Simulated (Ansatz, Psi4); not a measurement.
## Heat of formation of NBrO (nitrosyl bromide) from total energies

NBrO has 3 atoms, charge 0, and is taken as a singlet. SMILES: `O=NBr`. Geometry: relaxed at PBE0-D4/def2-TZVP.

```xyz
3

O     0.9418   -0.6468    0.4485
N    -0.0449   -0.6365   -0.0929
Br   -0.8968    1.2833   -0.3556
```

Total energies at B3LYP/6-31G* (spherical functions) (Psi4 1.11); the atoms run unrestricted:

```
species    state   energy (Eh)
   NBrO  singlet  -2703.766552
      O  triplet    -75.059404
      N  quartet    -54.582876
     Br  doublet  -2573.830944
```

Harmonic wavenumbers at PBE0/aug-cc-pVTZ, in cm⁻¹: 287, 586, 1938.

Measured heats of formation of the gaseous atoms at 298.15 K, in kJ/mol: O 249.2, N 472.4, Br 111.9. Spin-orbit lowering of the atoms at 298 K (mean of the ground term's levels less their thermal mean, from spectra), in kJ/mol: O 0.40, Br 14.69. Take 1 Eh = 2625.50 kJ/mol, 1 cm⁻¹ = 0.0119627 kJ/mol, RT = 2.479 kJ/mol.

Work out the heat of formation of the gas at 298 K.


1. Electronic atomisation energy: (-75.059404) + (-54.582876) + (-2573.830944) − (-2703.766552) = 0.293328 Eh = 770.1 kJ/mol.
2. Zero-point energy: half the sum of the wavenumbers, 1405.5 cm⁻¹ = 16.8 kJ/mol.
3. Thermal vibrational enthalpy, Σ hcν̃/(exp(hcν̃/kT) − 1): 1.6 kJ/mol. Translation, rotation and pV of a non-linear molecule: 4 RT = 9.9 kJ/mol.
4. The 3 free atoms carry 5/2 RT each: 18.6 kJ/mol.
5. Spin-orbit coupling lowers the free atoms by 0.40 + 14.69 = 15.1 kJ/mol.
6. Atomisation enthalpy at 298 K: 770.1 − 15.1 − 16.8 − 1.6 − 9.9 + 18.6 = 745.3 kJ/mol.
7. Sum of the atoms' heats of formation: 833.5 kJ/mol. Heat of formation: 833.5 − 745.3 = +88.2 kJ/mol.

The tabulated value is +82.1 kJ/mol (NIST-JANAF tables), so this level is off by +6.1 kJ/mol, or 0.8 % of the atomisation enthalpy that the table implies (751.4 kJ/mol). So close a hit in a small basis owes something to errors that cancel. Relativity is left out. Anharmonicity and any spin-orbit splitting of the molecule are left out.
